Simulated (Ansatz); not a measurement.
Reaction (alkene loss): `CC[O][Zr]([OH])([O]CC)[O]CC` → `CC[O][Zr]([OH])([OH])[O]CC` + `C=C`

Gas-phase electronic energies from Ansatz, PBE0-D4/def2-TZVP geometries. CCSD(T)/CBS is the MP2 limit (def2-TZVPP, def2-QZVPP) plus CCSD(T) − MP2 in def2-TZVPP, frozen cores. This one scheme is used for every species. DFT in def2-TZVPP. B3LYP here is the variant with VWN-RPA as its local correlation; programs differ in this. Elements past krypton have def2 core potentials. For Zr outer-core shells are correlated without core-valence functions, which leaves a few kJ/mol of doubt a bond. One conformer a species, not always the lowest.

CCSD(T)/CBS gives +73.8 kJ/mol.

Problem. Another level gave +85.2 kJ/mol. Which?
A. PBE0/def2-TZVPP
B. B3LYP-D4/def2-TZVPP
C. LDA (SPW92)/def2-TZVPP
D. BLYP-D4/def2-TZVPP

Solution. A. PBE0 85.2, B3LYP-D4 75.4, BLYP-D4 66.6, LDA (SPW92) 119.6 kJ/mol.

Largest T1 diagnostic among the species: 0.015.

In def2-TZVPP, CCSD(T) changes the Hartree–Fock value by +21.5 kJ/mol (the triples alone add +1.9 kJ/mol) and MP2 by +26.8 kJ/mol. At CCSD(T), def2-SVP lies +20.6 kJ/mol from the extrapolated value and def2-TZVPP +4.1 kJ/mol. From PBE to PBE0 (25 % exact exchange), in def2-TZVPP and without D4, ΔE moves by +8.1 kJ/mol.
